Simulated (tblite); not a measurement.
`C=CC1=C(F)[Si@H](OC)C1`. Structure optimised with GFN2-xTB, isolated species.

```
atom  x, y, z in Å
C1    -2.0225    1.7167   -2.4143
C2    -1.9940    1.3991   -1.1221
C3    -1.0658    0.4672   -0.5441
C4    -0.9234    0.0624    0.7336
F5    -1.6777    0.4658    1.7853
Si6    0.4887   -1.1506    0.3873
O7     2.0025   -0.7779    0.8044
C8     2.6963   -1.0205    1.9952
C9     0.0222   -0.3054   -1.2642
H10   -1.3335    1.2790   -3.1170
H11   -2.7321    2.4224   -2.8106
H12   -2.6953    1.8496   -0.4303
H13    0.1713   -2.5572    0.6166
H14    2.2958   -0.4039    2.8018
H15    3.7426   -0.7634    1.8292
H16    2.6220   -2.0703    2.2843
H17   -0.3742   -0.9516   -2.0432
H18    0.7683    0.3450   -1.7133
```

Q: Give the dihedral angles Si6–O7–C8–H15, F5–C4–Si6–C9, Si6–O7–C8–H14, H12–C2–C3–C4, H13–Si6–O7–C8.

A: Si6–O7–C8–H15 171° (antiperiplanar); F5–C4–Si6–C9 179° (antiperiplanar); Si6–O7–C8–H14 -70° (synclinal); H12–C2–C3–C4 0° (synperiplanar); H13–Si6–O7–C8 -51° (synclinal). Dihedral signs follow IUPAC: positive where, seen along the central bond, the front bond turns clockwise onto the rear one.

Q: Which two atoms are farthest apart?

A: H11···H16, 8.65 Å; the next longest distance is 8.58 Å.

Q: Work out the bond lengths C1–H11, Si6–H13, O7–C8, C8–H15, C9–H17, C9–H18 in bohr.

A: For C1–H11 the difference vector is (-0.7096, 0.7057, -0.3963) Å, of length 1.0764 Å. 1 bohr = 0.529177 Å. C1–H11 2.034; Si6–H13 2.759; O7–C8 2.644; C8–H15 2.060; C9–H17 2.054; C9–H18 2.054 bohr.

Q: How far are the heavy atoms from their best plane (unweighted least squares)?

A: 0.388 Å rms; C1 0.37, C2 0.28, C3 0.08, C4 0.20, F5 0.00, Si6 0.75, O7 0.28, C8 0.52, C9 0.42 Å (magnitudes).

Q: What is the repulsion energy of the bare nuclei, Σ ZA·ZB/RAB?

A: 513.54 Eh over 153 pairs, with full nuclear charges and distances in bohr; the largest single term is 36.72 Eh (Si6 with O7).

Q: How far apart are these pairs, which share no bond: C2···C9, C3···Si6, F5···H15, F5···H17, H10···H16, H11···H13?

A: C2···C9 2.644 Å (2 bonds apart); C3···Si6 2.429 Å (2 bonds apart); F5···H15 5.558 Å (5 bonds apart); F5···H17 4.286 Å (4 bonds apart); H10···H16 7.486 Å (8 bonds apart); H11···H13 6.706 Å (6 bonds apart).

Q: Where is the centre of mass (commonest isotopes), and what is the radius of gyration?

A: Mass 144.041 u; centre at (-0.161, -0.061, 0.164) Å; Rg = √(Σ m r²/M) = 2.352 Å. As Ia + Ib + Ic = 2 Σ m r², the three principal moments sum to 1593.3 u·Å².

Q: What are the angles C1–C2–H12, C2–C3–C9, C3–C4–F5, Si6–C9–H18, C3–C9–H18?

A: From the scalar product of the two bond vectors; for C1–C2–H12 it is -0.7309 Å² over 1.3310 × 1.0832 Å², cos θ = -0.5069. C1–C2–H12 120.5°; C2–C3–C9 127.1°; C3–C4–F5 126.0°; Si6–C9–H18 117.0°; C3–C9–H18 112.6°.

Q: Write the matrix of distances between heavy atoms (Å, lower triangle).

A: 
```
C1    0.000
C2    1.331  0.000
C3    2.444  1.437  0.000
C4    3.722  2.525  1.348  0.000
F5    4.395  3.070  2.408  1.356  0.000
Si6   4.730  3.866  2.429  1.893  3.043  0.000
O7    5.726  4.942  3.575  3.045  4.007  1.614  0.000
C8    7.014  6.130  4.776  3.983  4.624  2.734  1.399  0.000
C9    3.097  2.644  1.516  2.241  3.575  1.913  2.902  4.276  0.000
```

Its GFN2-xTB frequencies are all real (lowest 50 cm⁻¹). One conformer, not necessarily the lowest.

These are computed values.
